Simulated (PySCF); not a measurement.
Working with the constants of RbSr⁺

RHF-CCSD(T) constants of RbSr⁺, ¹Σ⁺ (singlet), closed shell (basis Rb def2-SVP with ECP28, Sr def2-SVP with ECP28; scalar-relativistic core potentials; PySCF 2.14; masses 84.9118 and 87.9056 u):

* ωe: 50.3 cm⁻¹
* ωexe: 0.115 cm⁻¹
* Be: 0.018657 cm⁻¹
* αe: 6.15e-05 cm⁻¹
* D (centrifugal): 1.03e-08 cm⁻¹
* De to Rb⁺ + Sr: 0.465 eV

(1) Estimate the standard entropy (1 bar) and heat capacity of the ideal gas at 500 K, rigid rotor with B0 and harmonic oscillator at the fundamental.

Correlated steps freeze no core orbitals. Correlated levels converge slowly with the basis: in double zeta they bind strong bonds too weakly, by up to about 1 eV, and carry superposition errors of some tenths. For an ion De counts to the pair picked by the measured ionisation energies or electron affinities, which need not be the lowest pair at this level.

## Answers

(1) Translation (Sackur–Tetrode, M = 172.82 u): 183.9 J/(mol K). Rotation: q = kT/(σB0) = 18700 with σ = 1, 90.1. Vibration: x = hcν0/kT = 0.144, 24.43. S° = 298.4 J/(mol K); Cp = 7R/2 + 8.30 = 37.4 J/(mol K).
